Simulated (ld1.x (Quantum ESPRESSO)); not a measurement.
## Before and after: TM potential for Pt

```json
{"Element": "platinum (Pt)", "Generator": "ld1.x (Quantum ESPRESSO) 7.5", "Type": "norm-conserving Troullier–Martins (Kleinman–Bylander form)", "Functional": "PBEsol", "Relativity": "scalar-relativistic", "Frozen core": "[Xe] 4f14", "Valence charge": "10", "Reference configuration": "5d9 6s1 6p0", "Partial waves": "6s (bound): rc 2.05 bohr; 5d (bound): rc 1.80 bohr; 6p (bound, empty): rc 3.85 bohr", "Local potential": "the p channel", "Core correction": "none"}
```

All-electron outer shells of the reference configuration (PBEsol, scalar-relativistic, ld1.x):

| shell | level (eV) | outermost node (bohr) | outermost maximum (bohr) |
| --- | --- | --- | --- |
| 4f | -70.14 | – | 0.38 |
| 5p | -56.04 | 0.53 | 0.98 |
| 5d | -6.17 | 0.57 | 1.26 |
| 6s | -5.70 | 1.14 | 2.38 |
| 6p | -0.78 | 1.36 | 3.60 |

Change: wave 6p (bound): rc 3.85 bohr becomes 6p (bound): rc 3.04 bohr.

Cutoffs: the cutoffs (Ry, on a coarse ladder) from which the occupation-weighted sum of valence levels, in a spherical-Bessel basis at the reference potential, stays within 10 and 1 mRy of its value at 400 Ry; they do not see the model core or the augmentation charge, which bear on the density cutoff. Errors are all-electron minus pseudo energies relative to the spin-unpolarised reference configuration.

Q: What does the change do?

A: The potential gets neither clearly harder nor softer (40 Ry and 50 Ry → 40 Ry and 50 Ry); of the 7 tests that both files solve, the error grows in 2 and shrinks in 0 by more than 15 % and 0.3 meV (median size 71.1 → 73.5 meV); neither file shows a bound ghost.

| quantity | base | changed |
| --- | --- | --- |
| cutoff, loose | 40 Ry | 40 Ry |
| cutoff, tight | 50 Ry | 50 Ry |
| bound ghosts | none | none |
| error for 5d9 6s0 6p0, meV [ΔE 9.23 eV] | -9.9 | -10 |
| error for 5d8 6s0 6p0, meV [ΔE 29.22 eV] | -138 | -124 |
| error for 5d7 6s0 6p0, meV [ΔE 61.47 eV] | -570 | -520 |
| error for 5d9 6s0.5 6p0, meV [ΔE 3.71 eV] | -2.6 | -3.0 |
| error for 5d6 6s0 6p0, meV [ΔE 107.15 eV] | -1321 | -1225 |
| error for 5d10 6s0 6p0, meV [ΔE -0.01 eV] | -71 | -68 |
| error for 5d8 6s1 6p0, meV [ΔE 11.20 eV] | -63 | -73 |
